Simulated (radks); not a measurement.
Values are calculated unless marked as measured or tabulated.
Problem. These are the eigenvalues of the occupied orbitals of an atom or ion with whole-number occupations (eV). Code: a radial shooting solver on a logarithmic mesh with Libxc functionals. Model: scalar-relativistic Kohn-Sham, r2SCAN, spin-unpolarised, spherical densities, finite nucleus; meta-GGA in the generalised Kohn-Sham scheme; Fermi nuclear charge, rms radius of each element as measured or else 0.836 A^(1/3) + 0.57 fm.

| orbital | eigenvalue |
|---|---|
| 1s | -90756.06 |
| 2s | -16360.91 |
| 2p | -14000.90 |
| 3s | -3982.955 |
| 3p | -3305.838 |
| 3d | -2623.302 |
| 4s | -943.1509 |
| 4p | -720.3558 |
| 4d | -464.0795 |
| 5s | -188.7261 |
| 4f | -182.4303 |
| 5p | -126.2518 |
| 5d | -55.6020 |
| 6s | -40.1636 |

Which element is it, and in what charge state? The configuration may be excited.

Solution. Z = 83, bismuth, charge +3: Bi3+ in [Hg]. The list shows which subshells hold electrons but not how many an open one holds; the 1s level, -3335.2 hartree, gives Z - s = 81.7 by -(Z - s)^2/2, which with screening and relativity narrows Z to a few neighbours, and the depths of the outer levels then fix element, charge and occupations together.
